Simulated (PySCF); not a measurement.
## Telling isomers of C6H6O4 apart by NMR

[PySCF: geometry from GFN2-xTB; shielding tensors at PBE0/pcSseg-1 (GIAO); one conformer; non-relativistic Hamiltonian; gas phase; rapidly exchanging positions averaged]

δ = σ(ref) − σ, references computed at the same level: TMS for 1H (σ = 31.72 ppm), 13C (σ = 186.93 ppm). Where no couplings were computed, multiplicities follow the n + 1 count of equivalent neighbours, and m marks all less simple cases (inequivalent or close neighbours, rings, F or P nearby). Acid and N–H amide carbonyl carbons lie up to 10 ppm further downfield in solution (hydrogen bonding). Shifts are as computed. Against solution values, carbons near 30 ppm lie about +3 ppm off and those near 130 ppm about +5 ppm. Of 1309 compounds with measured shifts, 239 miss one by over three times the rms of a fit or turn the order of signals round; such compounds aren't used in these exercises. OH and NH positions are gas-phase values without hydrogen bonding to other molecules.

(1) Tabulate the signals of `C=C[C@H]1COC(=O)C(=O)O1`, `CC(=O)O[C@H]1C=C1C(=O)O` and their relative energies.

(2) What is the quickest way to tell C=C[C@H]1COC(=O)C(=O)O1 from CC(=O)O[C@H]1C=C1C(=O)O?

Answers

(1) 
```json
{"SMILES": "C=C[C@H]1COC(=O)C(=O)O1", "carbon types": "2×C 2×CH 2×CH2", "δC": "160.3, 159.4, 140.2, 129.7, 79.5, 70.4", "δH": "6.08 (m, 1H), 6.02 (m, 1H), 5.86 (m, 1H), 5.01 (m, 1H), 4.63 (m, 1H), 4.37 (m, 1H)", "E rel. (kcal/mol)": "0.0"}
{"SMILES": "CC(=O)O[C@H]1C=C1C(=O)O", "carbon types": "3×C 2×CH 1×CH3", "δC": "176.1, 164.7, 138.8, 129.9, 51.3, 23.5", "δH": "8.14 (d, 1H), 6.75 (br s, 1H), 5.82 (m, 1H), 2.06 (s, 3H)", "E rel. (kcal/mol)": "16.7"}
```

Energies are electronic energies at PBE0/pcSseg-1 on these geometries, without zero-point or thermal terms, each for the one conformer computed, which needn't be the lowest.

(2) Both give the same number of carbon signals, but DEPT or the intensities differ. The first has a terminal =CH2 carbon at 129.7 ppm, the second a methyl carbon α to a carbonyl (CH3) at 23.5 ppm. Their most deshielded carbons lie at 160.3 and 176.1 ppm. In the proton spectra the most deshielded non-exchanging signals are 6.08 (m, 1H) and 8.14 (d, 1H).
